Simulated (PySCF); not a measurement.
From one molecule to another.

First species: C5H14N2.
SMILES with atom numbers: `[CH3:1][NH:2][NH:3][C:4]([CH3:5])([CH3:6])[CH3:7]` (hydrogens: H8, H9, H10 on C1; H11 on N2; H12 on N3; H13, H14, H15 on C5; H16, H17, H18 on C6; H19, H20, H21 on C7)

Second species: C7H11N3Si.
SMILES: `C[Si](C)(n1cnc(n1)C#C)C`

Levels: PBE0/pcSseg-1 for dipole moment, HOMO energy, LUMO energy and HOMO–LUMO gap; GFN2-xTB for rotational constant A and rotational constant C. Geometries: GFN2-xTB. All species are isolated and taken at one optimised geometry, non-relativistic unless stated; the electronic structure was computed with PySCF and density fitting.

The conformers computed, where there is a choice (atom-mapped SMILES and torsion angles):
- `[CH3:1][NH:2][NH:3][C:4]([CH3:5])([CH3:6])[CH3:7]`: C1–N2–N3–C4 152°, N2–N3–C4–C5 -178°
- `[CH:1]#[C:2][c:3]1[n:4][cH:5][n:6]([Si:7]([CH3:8])([CH3:9])[CH3:10])[n:11]1`: C5–N6–Si7–C8 129°

Values for the first species:

```
Dipole moment         : 1.55 D
HOMO energy           : -6.39 eV
LUMO energy           : 1.24 eV
HOMO–LUMO gap         : 7.63 eV
Rotational constant A : 4.176 GHz
Rotational constant C : 1.562 GHz
```

Problem. Estimate the same properties for the second species, and the change in each.

Solution. 
```json
{"property": "dipole moment", "first": "1.55 D", "second": "4.04 D", "second less first": "+2.49 D"}
{"property": "HOMO energy", "first": "-6.39 eV", "second": "-7.13 eV", "second less first": "-0.74 eV"}
{"property": "LUMO energy", "first": "1.24 eV", "second": "-0.54 eV", "second less first": "-1.78 eV"}
{"property": "HOMO–LUMO gap", "first": "7.63 eV", "second": "6.59 eV", "second less first": "-1.04 eV"}
{"property": "rotational constant A", "first": "4.176 GHz", "second": "1.975 GHz", "second less first": "-2.201 GHz"}
{"property": "rotational constant C", "first": "1.562 GHz", "second": "0.502 GHz", "second less first": "-1.060 GHz"}
```

On the first: A dipole of 1.55 D is allowed in C1, and pure rotational transitions are dipole-allowed. The dipole equals about 5.2 × 10⁻³⁰ C·m (1 D = 3.33564 × 10⁻³⁰ C·m).

On the second: The dipole matches unit charges of opposite sign 0.84 Å apart (1 e·Å = 4.8032 D).
